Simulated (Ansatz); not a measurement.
A run for Ansatz (a quantum-chemistry and plane-wave program): R-wB97M-V/def2-TZVPPD on CH5FO (a complex), monomers drawn apart or pushed together. Files ending in .json are basis or fitting sets from the Basis Set Exchange.

Ansatz 0.2 input:
```yaml
crystal:
  periodic: [false, false, false]
  atoms:
    - {symbol: F, position_ang: [0.08506701, 0.01289622, 0.23578509]}
    - {symbol: H, position_ang: [-0.21589527, -0.06029420, 1.13358064]}
    - {symbol: C, position_ang: [0.49293530, 0.41347751, 4.17035872]}
    - {symbol: O, position_ang: [-0.57642802, -0.14623570, 3.39657972]}
    - {symbol: H, position_ang: [0.22126973, 0.46563912, 5.22646252]}
    - {symbol: H, position_ang: [0.65193422, 1.42055508, 3.79256141]}
    - {symbol: H, position_ang: [1.41468469, -0.16046965, 4.05140335]}
    - {symbol: H, position_ang: [-0.75141054, -1.04614021, 3.69197939]}
basis:
  gaussian:
    orbitals: def2-TZVPPD.json
hamiltonian:
  xc: {name: wB97M-V}
scf: {lower_state_search: off}
```

It printed:

```
WARN ansatz: RAYON_NUM_THREADS=1 ignored (pool sized by the plan → 1); use --threads N
Functional definition: wB97M-V
these checks for a lower state are left out or cut short: stability, starts, cluster_reference, orbital_swaps, neighbouring_geometries, increment
integrals: 0.10 GiB planned
850 factors; their error is unknown
integrals: 0.14 GiB planned
281 factors; integrals over basis functions are off by at most 3.1e-5 eV
mean field: 1.03 GiB planned
mean field evaluation 1: about -5879.0038 eV, gradient 4.8e1 eV
mean field evaluation 2: about -5879.1928 eV, gradient 5.1e1 eV
mean field evaluation 4: about -5882.8946 eV, gradient 1.4e0 eV
mean field evaluation 8: about -5882.9045 eV, gradient 2.7e-2 eV
mean field evaluation 16: about -5882.8963 eV, gradient 1.0e-5 eV
mean field -5882.89632162 eV, -216.1924522493 hartree, gradient 2.5e-6 eV, S^2 0.000000; 0 other end points of the search recorded, 0 dependent functions left out
reference -5882.89638539 eV, -216.1924545926 hartree; 14, 14 occupied and 188, 188 virtual orbitals, 850 factors
Total energy: -5882.89638539 eV, -216.1924545926 hartree
Checks for a lower state left out: stability, starts, cluster_reference, orbital_swaps, neighbouring_geometries, increment
```

The calculation finished and met its thresholds.

Cost: roughly 5 core-seconds.
